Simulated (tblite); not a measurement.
F2La (SMILES [F][La][F]), doublet, at a GFN2-xTB geometry (such geometries of metal compounds can be far from the true shape) (the multiplicity is a formal guess); GFN1-xTB with ALPB(water) run with tblite.

Input for tblite:
```
$ tblite run mol.xyz --method gfn1 --charge 0 --spin 1 --alpb water --json tblite.json --no-restart

# file mol.xyz
3

La     0.35119851     0.23883053     0.07480380
F     -1.58633943     0.28362235    -1.33070388
F     -0.63791783    -1.79621569     0.85694648
```

Output, abridged:

```
xTB calculator
 | screened Coulomb repulsion
 | Coulomb electrostatics
 |  * isotropic Klopman-Ohno-Mataga-Nishimoto electrostatics
 |  * onsite third-order electrostatics
 | DFT-D3(BJ) dispersion correction
 | Interactions (3)
 | [1] alpb/gbsa reaction field model
 | [2] cds contribution to solvation
 | [3] empirical free energy shift and standard state/solvent correction

halogen bonding energy    0.0000000000000E+00 Eh
repulsion energy          3.9221655542749E-06 Eh
dispersion energy        -4.2227327766357E-04 Eh
interaction energy        5.9933487923353E-03 Eh
number of electrons       1.7000000000000E+01 e
integral cutoff           3.8178238736907E+01 bohr

------------------------------------------------------------
  cycle        total energy    energy error   density error
------------------------------------------------------------
      1     -10.46165827334  -1.0467233E+01   8.8875141E-01
      2     -11.09213891317  -6.3048064E-01   4.6833350E-01
      3     -11.08098158398   1.1157329E-02   3.3070188E-01
      4     -35.16303164904  -2.4082050E+01   4.9990301E+00
      5     -10.26669076966   2.4896341E+01   6.9851761E-01
      6     -11.08012093269  -8.1343016E-01   1.2034877E-01
      7     -11.03985216938   4.0268763E-02   1.6816899E-01
      8     -11.09687256170  -5.7020392E-02   1.0375137E-02
      9     -11.09279339617   4.0791655E-03   4.5554065E-02
     10     -11.09699469618  -4.2013000E-03   8.0657875E-03
     11     -11.09560279066   1.3919055E-03   2.4881600E-02
     12     -11.09698416294  -1.3813723E-03   4.5873427E-03
     13     -11.09676069617   2.2346677E-04   1.0869100E-02
     14     -11.09694744677  -1.8675060E-04   7.2511273E-03
     15     -11.09692560491   2.1841860E-05   7.8726589E-03
     16     -11.09693643029  -1.0825376E-05   7.5617525E-03
     17     -11.09694406959  -7.6393011E-06   7.1802453E-03
     18     -11.09696188502  -1.7815432E-05   5.6464977E-03
     19     -11.09698685642  -2.4971403E-05   3.1637039E-03
     20     -11.09699440096  -7.5445373E-06   1.5199831E-03
     21     -11.09699688907  -2.4881110E-06   3.2993297E-04
     22     -11.09699700750  -1.1843517E-07   2.8084279E-05
     23     -11.09699700832  -8.2007112E-10   1.3942417E-05
------------------------------------------------------------

electronic energy        -1.1102572006005E+01 Eh
total energy             -1.1096997008324E+01 Eh

Post processing:
 | Mayer-Wiberg bond orders

[Info] JSON dump of results written to 'tblite.json'
```
